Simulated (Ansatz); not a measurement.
Species: CH7Si2, net charge 0, doublet state. It need not be the lowest isomer of its formula. SMILES: [SiH2]([SiH2])C
Geometry from a B3LYP-D3(BJ)/def2-TZVP (Ansatz, a first-principles code) optimisation:
```xyz
10

C     -1.6848    -0.9066     0.5862
Si    -0.6609     0.5072    -0.1236
Si     1.6254     0.0451    -0.2256
H     -2.7427    -0.6355     0.6099
H     -1.3687    -1.1417     1.6035
H     -1.5756    -1.8070    -0.0202
H     -0.8386     1.7252     0.7069
H     -1.1199     0.8208    -1.5004
H      1.9845    -1.0828    -1.1258
H      2.2679    -0.1717     1.0978
```
Charge 0, spin multiplicity 2.

Property: atomisation energy (electronic, to ground-state atoms), in kcal/mol. Cores are frozen in the correlated levels unless marked. Open shells are spin-unrestricted. Spin-orbit coupling is left out. Non-relativistic. The coupled-cluster limit lacks core correlation, which all-electron functionals hold. CBS(X,Y): correlation extrapolated as X^-3; Hartree-Fock from the larger set.

```json
[
 {"level": "HF/cc-pV(D+d)Z", "program": "Ansatz", "atomisation energy (kcal/mol)": "565.9"},
 {"level": "BLYP/def2-TZVPD", "program": "Ansatz", "atomisation energy (kcal/mol)": "728.2"}
]
```

**Question.** Predict the CCSD(T)/CBS(aug-cc-pV(T+d)Z,aug-cc-pV(Q+d)Z) result (Ansatz).

**Answer.** 746.7 kcal/mol, so BLYP/def2-TZVPD differs from it by -18.5 kcal/mol.
